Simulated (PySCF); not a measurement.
Bonding in `CC(C)/C(F)=P\C[SiH3]`

Species: C₅H₁₂FPSi.
SMILES with atom numbers: `[CH3:1][CH:2]([CH3:3])/[C:4]([F:5])=[P:6]\[CH2:7][SiH3:8]` (hydrogens: H9, H10, H11 on C1; H12 on C2; H13, H14, H15 on C3; H16, H17 on C7; H18, H19, H20 on Si8)

Structure used (GFN2-xTB), in Å, numbered top down from 1:
```
atom  x, y, z in Å
C1    -2.2629   -0.7112    0.3959
C2    -1.0248    0.0490   -0.0915
C3    -1.4272    1.3665   -0.7595
C4    -0.2669   -0.8025   -1.0639
F5    -0.9847   -1.0494   -2.1960
P6     1.2395   -1.5451   -1.0386
C7     1.9288   -1.0439    0.6074
Si8    2.7470    0.6837    0.5925
H9    -2.9072   -0.9563   -0.4456
H10   -2.8247   -0.1004    1.0990
H11   -1.9731   -1.6368    0.8902
H12   -0.3796    0.2705    0.7624
H13   -2.0581    1.1737   -1.6243
H14   -0.5449    1.9105   -1.0905
H15   -1.9781    1.9876   -0.0569
H16    2.6965   -1.7841    0.8399
H17    1.1654   -1.1273    1.3792
H18    1.7721    1.6954    0.1806
H19    3.8725    0.6696   -0.3394
H20    3.2051    0.9611    1.9560
```

Bond orders from the PBE0/pcSseg-1 density (PySCF). The structure is a single GFN2-xTB conformer in the gas phase; no vibrational or solvent corrections.

How far do the computed orders between heavy atoms stray from the drawn ones?

The largest departure is 0.244, at C4–P6 (drawn double, 1.756). Drawn single, order below 0.88: C7–Si8 (0.872).

Give the Mayer order of every bond, beside its length.

```tsv
bond	drawn as	length (Å)	Mayer order
C1–C2	single	1.532	1.011
C2–C3	single	1.531	1.013
C2–C4	single	1.498	0.942
C4–F5	single	1.363	0.889
C4–P6	double	1.680	1.756
P6–C7	single	1.854	0.933
C7–Si8	single	1.912	0.872
C1–H9	single	1.088	0.961
C1–H10	single	1.088	0.965
C1–H11	single	1.089	0.967
C2–H12	single	1.093	0.927
C3–H13	single	1.088	0.960
C3–H14	single	1.088	0.963
C3–H15	single	1.088	0.966
C7–H16	single	1.091	0.937
C7–H17	single	1.089	0.929
Si8–H18	single	1.464	0.939
Si8–H19	single	1.461	0.953
Si8–H20	single	1.465	0.939
```

Bonds between the same two heavy elements. C–C: lowest C2–C4 (0.942, 1.498 Å), highest C2–C3 and C1–C2 (1.013, 1.531 Å); in 2 of the 3 pairs the longer bond (by over 0.003 Å) has the higher order (by 0.02 or more). C–P: lowest P6–C7 (0.933, 1.854 Å), highest C4–P6 (1.756, 1.680 Å). Bonds named together lie within 0.004.

Sum the orders of all bonds at each heavy atom with more than one neighbour and set the sums beside the valence in the SMILES.

C1 3.904 (drawn 4), C2 3.893 (drawn 4), C3 3.902 (drawn 4), C4 3.587 (drawn 4), P6 2.689 (drawn 3), C7 3.671 (drawn 4), Si8 3.703 (drawn 4). Orders between atoms that aren't bonded are not in these sums.

The Mayer order sums products of elements of PS (density times overlap matrix) between the two atoms' basis functions, so it depends on the basis set.
